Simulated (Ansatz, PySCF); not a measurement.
Reaction (SMILES): CCCCC=O → CC[CH]CC=O + H atom (the C-H bond at the site shown breaks; other sites are not compared here)
Structures are relaxed separately at B3LYP-D3(BJ)/def2-TZVP in Ansatz (a program for electronic structure), one conformer each, not searched for the lowest. Frequencies are from Ansatz or PySCF.

Wanted: bond dissociation energy (enthalpy at 298 K, with B3LYP-D3(BJ) rigid-rotor harmonic-oscillator terms), in kcal/mol. Correlated levels leave the core frozen unless marked. UHF or UKS for open shells. Spin-orbit coupling is left out. Non-relativistic unless marked X2C. Basis-set limits of correlation are two-point, X^-3; Hartree-Fock from the larger set. The bracket is a focal-point correction in the basis named.

| level | program | bond dissociation energy (kcal/mol) | minus last row |
|---|---|---|---|
| HF/6-31G* | Ansatz | 75.2 | -25.4 |
| SVWN5/def2-TZVPD | Ansatz | 105.9 | 5.3 |
| BLYP/def2-TZVPD | Ansatz | 94.4 | -6.2 |
| revPBE/def2-TZVPD | Ansatz | 92.5 | -8.1 |
| PBE0-D3(BJ)/def2-TZVPD | Ansatz + dftd3 | 95.1 | -5.5 |
| PBE0-D4/def2-TZVP | Ansatz + dftd4 | 94.9 | -5.7 |
| BHLYP-D4/def2-TZVPD | Ansatz + dftd4 | 95.9 | -4.7 |
| BHLYP/def2-TZVPD | Ansatz | 96.0 | -4.6 |
| B2PLYP-D4/def2-TZVPD | Ansatz + dftd4 | 96.9 | -3.7 |
| PBE-QIDH/def2-TZVPD | Ansatz | 96.8 | -3.8 |
| RPA@PBE/cc-pVQZ | Ansatz | 99.0 | -1.6 |
| MP2/cc-pVTZ | Ansatz | 99.2 | -1.4 |
| SCS-MP2/cc-pVDZ | Ansatz | 97.0 | -3.6 |
| CCSD/STO-3G | Ansatz | 114.4 | 13.8 |
| CCSD/6-31G* | Ansatz | 91.7 | -8.9 |
| CCSD(T)/STO-3G | Ansatz | 114.4 | 13.8 |
| CCSD(T)/6-31G | Ansatz | 88.7 | -11.9 |
| CCSD(T)/cc-pVDZ | Ansatz | 95.8 | -4.8 |
| CCSD(T)/cc-pVTZ | Ansatz | 99.0 | -1.6 |
| X2C-CCSD(T)/cc-pVTZ-DK | Ansatz | 99.0 | -1.6 |
| RI-MP2/CBS(cc-pVTZ,cc-pVQZ)+[CCSD(T)-MP2]/cc-pVTZ | Ansatz | 100.6 | 0.0 |
